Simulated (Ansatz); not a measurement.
## Relaxing a trial structure of C5H8BF

The starting geometry of this gas-phase singlet was optimised with GFN2-xTB; its bonds are those of `C=C(C)/C=C\BF`.

```xyz
15

C    -0.5632    0.9811   -1.6172
C    -0.5140    0.6478   -0.3235
C    -0.5752   -0.7874    0.0989
C    -0.4149    1.7037    0.6679
C    -0.2639    1.6110    2.0023
B    -0.0031    0.4215    2.9516
F    -0.3648    0.5803    4.2168
H    -0.5105    2.0058   -1.9448
H    -0.6418    0.2380   -2.3922
H    -1.2441   -0.9070    0.9480
H     0.4124   -1.1306    0.3991
H    -0.9215   -1.4099   -0.7222
H    -0.5180    2.6952    0.2370
H    -0.3121    2.5617    2.5280
H     0.5650   -0.5793    2.7224
```

Problem. Where would you expect an optimisation with B3LYP-D3(BJ)/def2-SVP to take it?

Solution. It keeps its bonds, and is `C=C(C)/C=C\BF`.

The energy falls by 0.11 eV over 14 steps:

```csv
step,E − E(last) (eV)
1,0.107
2,0.041
4,0.022
5,0.014
7,0.006
8,0.003
10,0.001
11,0.000
13,0.000
14,0.000
```

Final geometry (Å):

```
atom    x (Å)    y (Å)    z (Å)
   C  -0.6559   1.0036  -1.6174
   C  -0.5059   0.6290  -0.3283
   C  -0.4572  -0.8260   0.0522
   C  -0.3934   1.6906   0.6758
   C  -0.2358   1.6342   2.0256
   B  -0.1153   0.4513   3.0093
   F   0.0364   0.7568   4.3007
   H  -0.6923   2.0584  -1.9030
   H  -0.7460   0.2670  -2.4199
   H  -1.2621  -1.0789   0.7593
   H   0.4906  -1.0738   0.5546
   H  -0.5589  -1.4657  -0.8354
   H  -0.4494   2.6921   0.2303
   H  -0.1830   2.6175   2.5139
   H  -0.1412  -0.7244   2.7545
```

No frequencies were run, so the end isn't proven a minimum. Run with Ansatz 0.2.0, 38 s on 4 threads of Arm Neoverse V1 (shared host).
